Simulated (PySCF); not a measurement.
PySCF input file for disulfane (H₂S₂), SMILES SS, PBE-D3(BJ)/def2-TZVP. Geometry optimised at PBE-D3(BJ)/def2-TZVP.

```python
import numpy as np
from pyscf import gto, scf, dft, df
from pyscf.hessian import thermo

mol = gto.M(
    atom='''
    S     1.03025493   -0.06857350    0.05562824
    S    -1.03025493    0.06857341    0.05562836
    H     1.29740853    0.87125313   -0.89005208
    H    -1.29740854   -0.87125170   -0.89005350
    ''',
    basis='def2-TZVP',
    charge=0,
    spin=0,
    max_memory=1600,
    verbose=3,
)
mf = dft.RKS(mol, xc='pbe').density_fit(auxbasis='def2-universal-jkfit')
mf.disp = 'd3bj'
mf.grids.level = 3
mf.conv_tol = 1e-11
mf.max_cycle = 100
mf.kernel()

# [left out here: the lines that compute and print the analytic Hessian (its translational invariance restored by hand, since the grid's response is missing), thermochemistry and intensities]
```

Log of the run:

```
converged SCF energy = -797.270262506215

WARN: DFTD3 does not support analytical Hessian, using finite difference


WARN: Mole.unit (angstrom) is changed to Bohr

Mode                                 0                   1                   2
Irrep
Freq [cm^-1]                      455.4482            503.7717            865.6444
Reduced mass [au]                   1.0620             22.6061              1.0353
Force const [Dyne/A]                0.1298              3.3802              0.4571
Char temp [K]                     655.2886            724.8153           1245.4695
Normal mode                   x     y     z       x     y     z       x     y     z
       0   S                 0.01 -0.02 -0.02    0.12 -0.01  0.00    0.00  0.02 -0.00
       1   S                -0.01  0.02 -0.02   -0.12  0.01  0.00   -0.00 -0.02 -0.00
       2   H                -0.00  0.48  0.49    0.00 -0.05 -0.07    0.69 -0.06  0.09
       3   H                 0.00 -0.48  0.49   -0.00  0.05 -0.07   -0.69  0.06  0.09
Mode                                 3                   4                   5
Irrep
Freq [cm^-1]                      868.6575           2549.4062           2552.9510
Reduced mass [au]                   1.0690              1.0397              1.0397
Force const [Dyne/A]                0.4753              3.9815              3.9925
Char temp [K]                    1249.8047           3668.0279           3673.1281
Normal mode                   x     y     z       x     y     z       x     y     z
       0   S                 0.02 -0.00  0.02   -0.00 -0.02  0.02   -0.00 -0.02  0.02
       1   S                 0.02 -0.00 -0.02    0.00  0.02  0.02   -0.00 -0.02 -0.02
       2   H                -0.67  0.10 -0.05    0.12  0.48 -0.48    0.12  0.48 -0.48
       3   H                -0.67  0.10  0.05   -0.12 -0.48 -0.48    0.12  0.48  0.48
temperature 298.1500 [K]
pressure 101325.00 [Pa]
Rotational constants [GHz] 144.10240 6.89723 6.89618
Symmetry number 2
Zero-point energy (ZPE) 0.01776 [Eh]   46629.711 [J/mol]
                           tot       elec      trans        rot        vib
Entropy [J/mol/K]       252.011      0.000    161.024     83.680      7.308
Cv [J/mol/K]             40.366      0.000     12.472     12.472     15.422
Cp [J/mol/K]             48.680      0.000     20.786     12.472     15.422
Internal energy [J/mol]                      3718.434   3718.434  48212.487
Internal energy [Eh]   -797.24907  -797.27026
Enthalpy [J/mol]                             6197.391   3718.434  48212.487
Enthalpy [Eh]          -797.24812
Gibbs free energy [J/mol]                  -41811.787 -21230.709  46033.619
Gibbs free energy [Eh] -797.27674
mode   freq/cm-1   IR/(km/mol)
   1      455.45        13.235
   2      503.77         0.221
   3      865.64         0.056
   4      868.66         7.999
   5     2549.41         1.962
   6     2552.95         8.102
max |gradient| / (hartree/bohr): 8.670143118310507e-06
APT charges: [-0.0049 -0.0049  0.0049  0.0049]
```

The run converged.

Cost: around 25 core-seconds (rough).
